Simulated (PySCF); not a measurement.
## Radial density of B²⁺ (boron, charge +2)

PW91, [He] 2p1, 2P determinant (an excited configuration). All numbers are calculated (PySCF 2.14, the spin-free X2C one-electron Hamiltonian (Gaussian nucleus), in x2c-TZVPPall).

| r (bohr) | 4πr²ρ (e/bohr) | 4πr²(ρα − ρβ) |
| --- | --- | --- |
| 0.00489 | 0.02022 | -0.0001 |
| 0.00823 | 0.05529 | -0.0002 |
| 0.0138 | 0.1466 | -0.0004 |
| 0.0233 | 0.3762 | -0.0010 |
| 0.0392 | 0.9062 | -0.0023 |
| 0.0659 | 1.968 | -0.0044 |
| 0.111 | 3.584 | -0.0054 |
| 0.186 | 4.899 | 0.0057 |
| 0.313 | 4.230 | 0.0596 |
| 0.527 | 1.879 | 0.2222 |
| 0.887 | 0.7018 | 0.5064 |
| 1.49 | 0.5711 | 0.5676 |
| 2.51 | 0.1795 | 0.1795 |
| 4.22 | 0.008467 | 0.0085 |

Densities and radii are taken from the X2C orbitals without a picture-change correction, which distorts them close to the nucleus.

Question: Where is the radial spin density 4πr²(ρα − ρβ) most negative, and why is it negative at all?

Answer: Around r = 0.111 bohr, down to -0.0054 e/bohr: exchange with the open shell polarises the paired shells in an unrestricted calculation.
